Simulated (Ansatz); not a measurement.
Born–Oppenheimer molecular dynamics of CH$_{3}$F$_{2}$NSi (8 atoms, charge 0, multiplicity 1). It starts at the highest image of a converged band. Of that band: A structure lower than the first end lies on the path between it and the top, so the climb from that side starts below the end, which may itself be a saddle point or a shallow side well. Neighbouring images differ by up to 3.8 eV, so the band resolves the path poorly. A vibrational analysis at the climbing image gives one clearly imaginary mode, 2077i cm⁻¹: a first-order saddle point.

All numbers below come from RHF/6-31G* (Ansatz).

| Item | Value |
| --- | --- |
| ensemble | NVE (velocity Verlet) |
| time step | 0.5 fs |
| steps asked | 200 |
| starting velocities drawn for | 100 K |
| seed | 4449 |

First frame:

```xyz
8
Properties=species:S:1:pos:R:3
F 2.045 -1.501 0.359
C 0.887 -0.941 0.494
F 0.147 -1.694 1.245
N 0.553 0.124 -0.011
Si -0.971 0.985 -0.710
H -0.966 2.255 0.047
H 0.556 0.490 -1.231
H -2.160 0.226 -0.249
```

Task: How far do the bonds stretch over the last three quarters of this one trajectory? (Pairs bonded in most of those frames.)

Result: 
```json
{"bond": "F1–C2", "mean (Å)": "1.298", "spread (Å)": "0.037", "shortest": "1.23", "longest": "1.37"}
{"bond": "C2–F3", "mean (Å)": "1.320", "spread (Å)": "0.028", "shortest": "1.26", "longest": "1.37"}
{"bond": "C2–N4", "mean (Å)": "1.218", "spread (Å)": "0.022", "shortest": "1.18", "longest": "1.28"}
{"bond": "N4–Si5", "mean (Å)": "1.771", "spread (Å)": "0.052", "shortest": "1.68", "longest": "1.87"}
{"bond": "Si5–H6", "mean (Å)": "1.494", "spread (Å)": "0.045", "shortest": "1.39", "longest": "1.57"}
{"bond": "Si5–H7", "mean (Å)": "1.601", "spread (Å)": "0.225", "shortest": "1.23", "longest": "2.00"}
{"bond": "Si5–H8", "mean (Å)": "1.511", "spread (Å)": "0.065", "shortest": "1.36", "longest": "1.63"}
```

Mean temperature of the second half: 2662 K. The conserved energy stayed within 1.6 meV per atom of its start (net change -0.48 meV per atom), so the integration is sound. The system heated up, since it started high on the potential surface and ran downhill. A run of 0.1 ps of so small a system gives no equilibrium averages. The orbitals stay closed-shell, which can raise the energy where a bond breaks towards radicals; this wasn't checked here.

Run time: 6.3 min on 1 thread of Intel(R) Xeon(R) Platinum 8488C (Sapphire Rapids), with other jobs on the host, peak memory 0.16 GiB.
